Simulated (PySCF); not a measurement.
Ni³⁺ (nickel, charge +3): BP86 calculation

Configuration: [Ar] 3d7, high-spin 4F determinant. Calculation: PySCF 2.14, in aug-cc-pVDZ (7s6p4d2f, 59 functions); the non-relativistic Hamiltonian (point nucleus).

- Total energy: -1506.214 hartree
- One-electron energy: -2053.090 hartree
- Hartree (Coulomb) energy: 609.137 hartree
- Exchange-correlation energy: -62.261 hartree
- Kinetic energy: 1504.58313 hartree
- ⟨S²⟩: 3.7507
- ⟨L²⟩: 12.005
- Sum of ⟨r⟩: 14.27 bohr
- Sum of ⟨r²⟩: 13.06 bohr²
- Density at the nucleus (Gaussians lack the cusp): 14800 bohr⁻³
- Spin density at the nucleus: 0.321 bohr⁻³
- Langevin diamagnetic susceptibility: -10.3 ×10⁻⁶ cm³/mol
- Time after the integrals: 1 s of wall time on 1 thread of Neoverse-V1 (shared host)

```
shell  electrons  mean orbital energy (eV)  spread (eV)  rms radius, mean of both spins (bohr)
 1s α          1                   -8165.3            0                                 0.0634
 1s β          1                   -8165.3            0                                 0.0634
 2s α          1                   -1004.3            0                                  0.269
 2s β          1                   -1002.4            0                                  0.269
 2p α          3                   -881.76            0                                  0.240
 2p β          3                   -880.31            0                                  0.240
 3s α          1                   -149.10            0                                  0.801
 3s β          1                   -145.34            0                                  0.801
 3p α          3                   -111.56            0                                  0.839
 3p β          3                   -107.86            0                                  0.839
 3d α          5                   -48.922        1.360                                   1.00
 3d β          2                   -46.308            0                                   1.00
```
